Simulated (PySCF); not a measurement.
Identify the unknown among the candidates.

All candidates are C7H9ClOSi.

* 13C NMR: chemical shifts (computed TMS as zero) by class: 154.9 (1 C), 136.0 (1 C), 135.0 (1 C), 129.7 (1 C), 126.0 (1 C), 110.4 (1 C), 34.1 (1 C) ppm [GIAO PBE0/pcSseg-1]
* Dipole: 2.62 D [PBE0/pcSseg-1]
* 1H NMR: chemical shifts (computed TMS as zero) by class: 7.10 (1 H), 6.39 (1 H), 6.25 (1 H), 5.36 (1 H), 5.06 (3 H), 3.37 (2 H) ppm [GIAO PBE0/pcSseg-1]
* NMR, other nuclei: isotropic shieldings of nuclei other than C and H, by class: 265 (1 O), 391 (1 Si), 787 (1 Cl) ppm [GIAO PBE0/pcSseg-1]
* Rotational structure: rotational constants A, B, C: 1.143, 0.725, 0.452 GHz [GFN2-xTB]

Gas-phase values; electronic properties from PySCF, density fitting. Levels stand in brackets. One conformer (not necessarily the lowest) at the GFN2-xTB geometry, without solvent, vibrations or thermal averaging. GFN2-xTB frequencies show an imaginary mode (40i cm⁻¹), so this geometry is no minimum at that level. NMR classes are plain means over equivalent atoms (diastereotopic ones count apart unless rotation or inversion swaps them), as if these changed places fast.

Question: Which candidate is it?
A. `CO[SiH2]c1cccc(Cl)c1`
B. `CC1=CC=C(O[SiH3])/C1=C/Cl`
C. `[SiH3]OC1=CCC=C/C1=C\Cl`
D. `O=C1C=C(C/C=C\Cl)C[SiH2]1`

Answer: C. It is `[SiH3]OC1=CCC=C/C1=C\Cl`. Numbering: `[SiH3:1][O:2][C:3]1=[CH:4][CH2:5][CH:6]=[CH:7]/[C:8]1=[CH:9]\[Cl:10]`. Its formula, C7H9ClOSi, gives 4 degrees of unsaturation: 1 ring and 3 π bonds in the structure found. 7 carbons fall into 7 classes; from least to most shielded: vinylic carbon bearing oxygen [C3] (154.9 ppm), alkene CH carbon [C6] (136.0 ppm), fully substituted alkene carbon [C8] (135.0 ppm), alkene CH carbon [C7] (129.7 ppm), vinylic C–Cl carbon [C9] (126.0 ppm), alkene CH carbon [C4] (110.4 ppm), allylic carbon [C5] (34.1 ppm). Hydrogen classes from least to most shielded: 1 H on an alkene CH carbon, C7 (7.10 ppm), 1 H on a vinylic C–Cl carbon, C9 (6.39 ppm), 1 H on an alkene CH carbon, C6 (6.25 ppm), 1 H on an alkene CH carbon, C4 (5.36 ppm), 3 H on an oxygen-bound silicon, Si1 (5.06 ppm), 2 H on an allylic carbon, C5 (3.37 ppm). The other shieldings belong to: 265 ppm, silyl ether oxygen [O2]; 391 ppm, oxygen-bound silicon [Si1]; 787 ppm, vinyl chlorine [Cl10]. The optimised geometry has point group C1 and is an asymmetric top.

The others, at the same levels:
- `CC1=CC=C(O[SiH3])/C1=C/Cl` fails: its computed 13C shifts are 157.8 (1 C), 147.4 (1 C), 141.3 (1 C), 135.4 (1 C), 128.6 (1 C), 106.7 (1 C), 19.9 (1 C) ppm, 1H shifts are 7.21 (1 H), 6.09 (1 H), 5.18 (1 H), 5.02 (3 H), 2.32 (3 H) ppm and rotational constant A is 1.596 GHz (against 1.143 GHz).
- `O=C1C=C(C/C=C\Cl)C[SiH2]1` fails: its computed 13C shifts are 235.7 (1 C), 183.4 (1 C), 148.0 (1 C), 137.4 (1 C), 134.8 (1 C), 41.4 (1 C), 15.3 (1 C) ppm, 1H shifts are 6.44 (1 H), 6.41 (1 H), 5.87 (1 H), 4.09 (2 H), 3.61 (2 H), 1.90 (2 H) ppm and rotational constant A is 2.344 GHz (against 1.143 GHz).
- `CO[SiH2]c1cccc(Cl)c1` fails: its computed 13C shifts are 144.9 (1 C), 139.8 (1 C), 138.6 (1 C), 137.6 (1 C), 136.1 (1 C), 134.5 (1 C), 54.3 (1 C) ppm, 1H shifts are 7.86 (1 H), 7.64 (1 H), 7.61 (1 H), 7.48 (1 H), 5.36 (2 H), 4.02 (3 H) ppm and rotational constant A is 2.634 GHz (against 1.143 GHz).

Each candidate is one conformer, not necessarily the lowest. Dipoles, sizes and rotational constants follow the conformer. The torsions of the flexible species, by atom-mapped SMILES:
- `[SiH3:1][O:2][C:3]1=[CH:4][CH2:5][CH:6]=[CH:7]/[C:8]1=[CH:9]\[Cl:10]`: Si1–O2–C3–C4 -49°
- `[CH3:1][C:2]1=[CH:3][CH:4]=[C:5]([O:6][SiH3:7])/[C:8]1=[CH:9]/[Cl:10]`: C4–C5–O6–Si7 0°
- `[O:1]=[C:2]1[CH:3]=[C:4]([CH2:5]/[CH:6]=[CH:7]\[Cl:8])[CH2:9][SiH2:10]1`: C3–C4–C5–C6 -107°, C4–C5–C6–C7 -112°
- `[CH3:1][O:2][SiH2:3][c:4]1[cH:5][cH:6][cH:7][c:8]([Cl:9])[cH:10]1`: C1–O2–Si3–C4 180°, O2–Si3–C4–C5 0°
